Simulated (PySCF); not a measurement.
KF, SMILES [K][F].

The structure is a stationary point at PBE-D3(BJ)/def2-TZVPD.

Two levels are set side by side: TDDFT-PBE/def2-TZVPD (PySCF) and TDDFT-LC-ωPBE/def2-TZVPD (PySCF). Vertical, same geometry. The lowest singlet is HOMO−1→LUMO 100 % with PBE and HOMO→LUMO 67 %, HOMO→LUMO+3 18 % with the other functional; states are paired by order. Differences are taken from unrounded values.

```
quantity                              TDDFT-LC-ωPBE
------------------------------------  -------------
lowest singlet excitation (eV)                 5.50
lowest triplet excitation (TDA) (eV)           5.41
```

Task: What does TDDFT-PBE give, and how far is it from TDDFT-LC-ωPBE? (Estimate from the structure and the level; the computed values follow.)

Result: 
```csv
quantity,TDDFT-PBE,TDDFT-PBE minus TDDFT-LC-ωPBE
lowest singlet excitation (eV),3.10,-2.40
lowest triplet excitation (TDA) (eV),2.98,-2.43
```

A lower first singlet is the usual sign of a functional without exact exchange. Differences between two approximate levels are no errors against the true value.

Rough cost on one machine, each run with all the roots and properties that it gave: TDDFT-LC-ωPBE against TDDFT-PBE about 3 times.
